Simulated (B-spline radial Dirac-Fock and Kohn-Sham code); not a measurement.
Ba 4p3/2: cross section and angular parameters

System: the Ba atom, [Xe] 6s2; threshold 178.6 eV (tabulated edge). Level of theory: Dirac-Hartree-Slater photoionisation with a Latter tail; cross sections with all multipoles, angular parameters from the dipole term and its interference with E2; a B-spline atomic structure program.

Input of the calculation (task.json; shells as n, l, electrons):

```json
{"items": [{
  "Z": 56,
  "q": 0,
  "cfg": [[1, 0, 2], [2, 0, 2], [2, 1, 6], [3, 0, 2], [3, 1, 6], [3, 2, 10], [4, 0, 2], [4, 1, 6], [4, 2, 10], [5, 0, 2], [5, 1, 6], [6, 0, 2]],
  "A": 138,
  "rrms": 4.8378,
  "do": "xps",
  "hv": [54.6, 57.2, 62.0, 80, 127.0, 150, 162.0, 187.0, 300, 356.0, 400, 413.0, 445.0, 523.0, 551.0, 600, 894.0, 1070.0, 1200.0, 1720.0, 1860.0, 2040.0, 2984.4, 3030.0, 4100.0, 5950.0, 6000, 7100.0, 8380.0, 9251.7],
  "edges": {"K": 37441.0, "L1": 5989.0, "L2": 5624.0, "L3": 5247.0, "M1": 1293.0, "M2": 1137.0, "M3": 1063.0, "M4": 795.7, "M5": 780.5, "N1": 253.5, "N2": 192.0, "N3": 178.6, "N4": 92.6, "N5": 89.9}
}]}
```

Launch: `python xray2_run.py task.json out`

For linearly polarised light dσ/dΩ = σ/(4π) [1 + β P₂(cos θ) + (δ + γ cos²θ) sin θ cos φ], with θ from the polarisation vector and φ the angle between the beam and the projection of the electron momentum on the plane normal to the polarisation.

```
hν (eV)  σ (kb)       β       γ      δ
    187     332  -0.964  -0.108  0.063
    300     278   0.555   0.005  0.053
    356     248   0.874   0.130  0.043
    400     225   1.040   0.192  0.035
    413     219   1.080   0.204  0.033
    445     204   1.164   0.227  0.028
    523     172   1.313   0.243  0.018
    551     162   1.354   0.240  0.015
    600     146   1.412   0.228  0.012
    894    85.0   1.599   0.105  0.002
   1070    64.4   1.649   0.044  0.001
   1200    53.4   1.673   0.011  0.001
   1720    28.4   1.714  -0.032  0.002
   1860    24.5   1.717  -0.027  0.002
   2040    20.5   1.719  -0.014  0.003
 2984.4    9.44   1.702   0.128  0.006
   3030    9.14   1.700   0.137  0.006
   4100    4.70   1.662   0.348  0.010
   5950    1.95   1.589   0.706  0.021
   6000    1.91   1.587   0.715  0.021
   7100       ?       ?       ?      ?
   8380   0.818   1.497   1.100  0.039
 9251.7   0.630   1.467   1.222  0.046
```

Q: Give the values at 7100 eV.

A: σ = 1.25 kb, β = 1.544, γ = 0.903, δ = 0.029.
